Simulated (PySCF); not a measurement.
**How methods differ on the ionisation energy of Rh⁴³⁺**

Rh⁴³⁺ 1s2 → Rh⁴⁴⁺ 1s1 [1s1/2^1, M_J = 1/2], as a difference of total energies. All numbers are calculated (PySCF 2.14, the two-component X2C-1e Hamiltonian, in an even-tempered Gaussian basis (15 s from 88 bohr⁻², ratio 2.4; 10 p from 110 bohr⁻², ratio 2.4; 3 d from 360 bohr⁻², ratio 2.6; 3 f from 540 bohr⁻², ratio 2.6)). Correlated levels: nothing frozen; the 32 highest virtual spinors dropped. "Screened" scales the spin-orbit matrix elements by Boettger's factors to mimic the two-electron term; Breit and QED terms are absent.

| method | ionisation energy (eV) | difference from reference (eV) |
| --- | --- | --- |
| GHF (screened spin-orbit) | 27525.2 | +38.2 |
| GMP2 (screened spin-orbit) | 27526.7 | +39.7 |

Reference: 27487.0 eV (theoretical estimate listed by NIST; NIST Atomic Spectra Database, ionization energies).

For this ion Breit and QED terms and the two-electron picture change, all absent here, outweigh the correlation shift from GHF to GMP2.
